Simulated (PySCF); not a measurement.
Computed shifts of a molecule C₂H₁₀O₂Si₂, KT2/pcSseg-1 run with PySCF, GIAO, gas phase, atoms alike by connectivity averaged where their shifts nearly agree, in ppm (number of nuclei): ¹³C: 55.3 (1), 6.0 (1). ²⁹Si: 18.3 (1), -125.3 (1). ¹H: 3.95 (3), 3.51 (3), 1.96 (1), 0.53 (3). References: ¹³C against TMS (σ = 185.1 ppm); ¹⁷O against H2O (σ = 330.4 ppm); ²⁹Si against TMS (σ = 361.9 ppm); ¹H against TMS (σ = 31.47 ppm), references at their B3LYP-D3(BJ)/def2-TZVP geometries, non-relativistic. Geometry: TPSSh-D3(BJ)/def2-SVP. The values are those of a single conformer.

Problem. Identify the compound among the candidates.
A) C[Si@@](O)([SiH3])CO
B) OCC[SiH2]O[SiH3]
C) CO[Si@@](C)(O)[SiH3]
D) CO[SiH2][C@H](O)[SiH3]

Solution. C, CO[Si@@](C)(O)[SiH3]
